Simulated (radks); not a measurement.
Question: Species: the tungsten ion W+. Configuration: [Xe] 4f14 5d4 6s1. All-electron calculation, non-relativistic Kohn-Sham, TASK exchange with Perdew-Wang LDA correlation, spin-polarised, spherical densities, point nucleus; open shells are filled with parallel spins first (spin-orbit coupling, left out, can overturn this in heavy ions); meta-GGA in the generalised Kohn-Sham scheme; relativity is left out, which matters for an element this heavy. Program: a radial shooting solver on a logarithmic mesh with Libxc functionals. Some entries of the table are withheld. Estimate them.

orbital,occ.,eigenvalue (eV),<1/r> (bohr^-1)
1s down,1,-63835.08,73.41
1s up,1,-63835.07,73.41
2s up,1,-10530.70,17.23
2s down,1,-10530.39,17.23
2p up,3,-10091.17,17.25
2p down,3,-10090.95,17.25
3s up,1,-2419.760,6.629
3s down,1,-2419.680,6.629
3p up,3,-2216.247,6.577
3p down,3,-2216.158,6.577
3d up,5,-1835.970,6.494
3d down,5,-1835.784,6.494
4s up,1,-496.2605,2.857
4s down,1,-496.1122,2.857
4p up,3,-410.5899,2.764
4p down,3,-410.4243,2.764
4d up,5,-254.1237,2.565
4d down,5,-253.8884,2.566
5s up,1,-76.3242,(1)
5s down,1,-73.9669,(2)
5p up,3,-51.2222,1.000
4f up,7,-49.7789,(3)
4f down,7,-49.2346,(4)
5p down,3,-48.0960,1.026
5d up,4,-14.2694,0.6948
6s up,1,(5),0.4140

Answer: 
(1) 5s up <1/r> (bohr^-1): 1.117
(2) 5s down <1/r> (bohr^-1): 1.133
(3) 4f up <1/r> (bohr^-1): 2.131
(4) 4f down <1/r> (bohr^-1): 2.143
(5) 6s up eigenvalue (eV): -12.0051
